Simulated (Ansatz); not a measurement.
Reaction (redistribution): `F[Si]1([GeH3])CO1` + `ClB(Cl)[SeH]` → `F[Si]1([SeH])CO1` + `Cl[B](Cl)[GeH3]`

Isolated molecules relaxed with PBE0-D4/def2-TZVP in Ansatz; ΔE leaves out vibrations. CCSD(T)/CBS adds triple-zeta CCSD(T) − MP2 to the extrapolated MP2 energy (def2 sets, frozen cores). Functionals use def2-TZVPP. For Ge, Se outer-core shells are correlated without core-valence functions, which leaves a few kJ/mol of doubt a bond. Scalar relativity is left out up to krypton. Each species was taken in one conformer, which may not be the lowest.

```tsv
level	ΔE (kcal/mol)
ωB97M-V	4.9
MP2/def2-TZVPP	5.6
CCSD(T)/def2-TZVPP	5.2
MP2/CBS(def2)	5.2
```

Question: What does CCSD(T)/CBS give? (Estimate.)

Answer: The calculation gave: +4.9 kcal/mol. The listed levels differ from it by 0.0, 0.7, 0.3, 0.3 kcal/mol.

Largest T1 diagnostic among the species: 0.013.

In def2-TZVPP, CCSD(T) changes the Hartree–Fock value by +1.7 kcal/mol (the triples alone add +0.3 kcal/mol) and MP2 by +2.1 kcal/mol.
